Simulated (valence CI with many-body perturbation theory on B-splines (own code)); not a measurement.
## Mo XXXVI in three bases

Computed by relativistic CI+MBPT: five valence electrons over a frozen Dirac-Fock core [He], radial functions for each j: 9 s, 9 p, 8 d, 6 f, 3 g, 1 h, with the one-electron correlation potential Σ1 (screened to all orders), the two-electron term Σ2, the three-electron term Σ3, Breit, model QED; selected single and double excitations, second order for the rest, scaled by the run's own slope (own B-spline code, finite nucleus).

No measured spectrum was set against this ion. As an estimate, large intervals hold to a few tenths of a per cent, small ones and those within an open d or f shell to about a per cent. Among the levels kept, up to 5400 cm⁻¹ of a level comes from second order outside the variational space, and about a tenth of that is noise between levels of different J, which matters for small intervals.

The reference run has the lowest level (2s^2 2p1/2^2 2p3/2) J=3/2 and an ionisation energy of 4795.90 eV. Its largest variational space holds 27460 state functions.

Levels are named by their leading jj configuration (3d3/2^4 stands for four electrons in 3d with j = 3/2), which in mixed levels can hold well under half, so a name can repeat and another be missing. Letters in brackets count levels of one name in rising energy.

Changed runs:
A. basis 6 s, 6 p, 5 d, 3 f, 1 g
B. basis 5 s, 5 p, 4 d, 2 f

Excitation energies of the reference run in cm⁻¹, and shifts in cm⁻¹:

```
                       Level  Reference       A      B
  (2s^2 2p1/2 2p3/2^2) J=3/2     796233     -37   -162
  (2s^2 2p1/2 2p3/2^2) J=5/2     923744    +113   +246
  (2s^2 2p1/2 2p3/2^2) J=1/2    1093350     +93   +334
        (2s^2 2p3/2^3) J=3/2    1892510     +58   +153
  (2s 2p1/2^2 2p3/2^2) J=5/2    2043160     -47   -169
  (2s 2p1/2^2 2p3/2^2) J=1/2    2415990     +25   +192
  (2s 2p1/2^2 2p3/2^2) J=3/2    2422000     +60   +215
(2s 2p1/2 2p3/2^3) J=3/2 [a]    2999840    +4.1    +29
    (2s 2p1/2 2p3/2^3) J=5/2    3185030    +143   +393
    (2s 2p1/2 2p3/2^3) J=1/2    3375100     +83   +334
(2s 2p1/2 2p3/2^3) J=3/2 [b]    3471040    +194   +613
          (2s 2p3/2^4) J=1/2    4316460    +120   +472
      Ionisation energy (eV)    4795.90  -0.029  -0.11
```
